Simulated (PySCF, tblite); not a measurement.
Isomers of C8H9 (doublet state). Computed values, GFN2-xTB/tblite, gas phase, harmonic and unscaled. Errors from tens to a few hundred cm⁻¹ against measured bands are possible. One conformer each. Open shells enter through the occupations alone, without spin polarisation, and single modes of such species can be off by tens of per cent.

Electronic energies: B3LYP/pcH-1 single points on the GFN2-xTB geometries (PySCF, gas phase).

```csv
SMILES,"electronic energy, lowest = 0 (kcal/mol)"
C1=C[C](C2CC2)C=C1,0.0
C[CH]C#CC=C1CC1,36.1
C=[C][C@@]12C=CC[C@@H]1C2,33.7
```

Task: How do GFN2-xTB zero-point energies change the relative energies?

Result: 
```csv
SMILES,ZPE (kcal/mol),of it from modes above 1550 cm⁻¹,electronic (kcal/mol),"with ZPE, lowest = 0 (kcal/mol)",lowest mode (cm⁻¹),rings
C1=C[C](C2CC2)C=C1,87.6,40.0,0.0,0.0,78,2
C=[C][C@@]12C=CC[C@@H]1C2,86.3,44.0,33.7,32.4,79,2
C[CH]C#CC=C1CC1,84.9,44.5,36.1,33.4,58,1
```

The zero-point energies span 2.7 kcal/mol, from `C[CH]C#CC=C1CC1` to `C1=C[C](C2CC2)C=C1`. The order is unchanged.

Task: And how do the electronic energies of GFN2-xTB itself compare?

Result: `C1=C[C](C2CC2)C=C1` 0.0; `C=[C][C@@]12C=CC[C@@H]1C2` 35.7; `C[CH]C#CC=C1CC1` 44.7 kcal/mol, lowest = 0. Against the energies above, taken from the same isomer `C1=C[C](C2CC2)C=C1`, the largest difference is 8.6 kcal/mol.

Task: What do entropy and thermal enthalpy add at 298.15 K and 1 bar (rigid rotor, harmonic oscillator, one conformer each)?

Result: 
| SMILES | point group | symmetry number | S (cal/(mol K)) | H − H(0) (kcal/mol) | ZPE + H − H(0) − TS (kcal/mol) |
| --- | --- | --- | --- | --- | --- |
| C1=C[C](C2CC2)C=C1 | Cs | 1 | 84.6 | 5.07 | 67.5 |
| C=[C][C@@]12C=CC[C@@H]1C2 | C1 | 1 | 86.1 | 5.34 | 65.9 |
| C[CH]C#CC=C1CC1 | Cs | 1 | 97.0 | 6.55 | 62.5 |

S holds R ln(2S + 1) for the spin.
